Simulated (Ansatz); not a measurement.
tert-butylthiol (C$_{4}$H$_{10}$S), singlet, geometry from GFN2-xTB; CAM-B3LYP/STO-3G run with Ansatz (a quantum-chemistry and plane-wave program).

Input for Ansatz:
Ansatz 0.2 input:
```yaml
crystal:
  periodic: [false, false, false]
  atoms:
    - {symbol: C, position_ang: [-0.28728591, 1.20823473, -1.11264235]}
    - {symbol: C, position_ang: [-0.25309893, -0.04926139, -0.25443164]}
    - {symbol: C, position_ang: [0.15383757, -1.26781817, -1.07205804]}
    - {symbol: C, position_ang: [-1.59391997, -0.27688702, 0.43190663]}
    - {symbol: S, position_ang: [0.98570354, 0.19379041, 1.10925437]}
    - {symbol: H, position_ang: [-1.05113059, 1.11037707, -1.88238910]}
    - {symbol: H, position_ang: [-0.51895782, 2.07888926, -0.50319583]}
    - {symbol: H, position_ang: [0.67220764, 1.37358002, -1.59965358]}
    - {symbol: H, position_ang: [0.23356972, -2.14509353, -0.43396168]}
    - {symbol: H, position_ang: [-0.59245319, -1.46420702, -1.84018979]}
    - {symbol: H, position_ang: [1.11415571, -1.10710133, -1.55899341]}
    - {symbol: H, position_ang: [-1.54863534, -1.15449171, 1.07316198]}
    - {symbol: H, position_ang: [-1.85805211, 0.58228339, 1.04469498]}
    - {symbol: H, position_ang: [-2.37350079, -0.42797162, -0.31227422]}
    - {symbol: H, position_ang: [2.03434358, 0.36748006, 0.30808310]}
basis:
  gaussian:
    orbitals: STO-3G
    occupation: {up: {"A'": 18, "A''": 7}, down: {"A'": 18, "A''": 7}}
hamiltonian:
  xc: cam_b3lyp
```

It wrote (shortened):

```
Functional definition: CAM-B3LYP
the irreps are read with x along [-0.003, 0.016, 1.000], y along [0.984, 0.175, -0.000] and z along [-0.175, 0.984, -0.016] of the geometry given
526 factors; integrals over basis functions are off by at most 2.8e-5 eV
219 factors; integrals over basis functions are off by at most 3.4e-6 eV
mean field evaluation 1: about -14952.5648 eV, gradient 1.8e1 eV
mean field evaluation 2: about -14953.3483 eV, gradient 1.2e1 eV
mean field evaluation 4: about -14954.1388 eV, gradient 1.0e-1 eV
mean field evaluation 8: about -14954.0846 eV, gradient 9.9e-7 eV
mean field -14954.08463745 eV, -549.5524741838 hartree, gradient 1.1e-6 eV, S^2 0.000000; 0 other end points of the search recorded, 0 dependent functions left out
reference -14954.08473260 eV, -549.5524776805 hartree; 25, 25 occupied and 14, 14 virtual orbitals, 526 factors
Total energy: -14954.08473260 eV, -549.5524776805 hartree
```
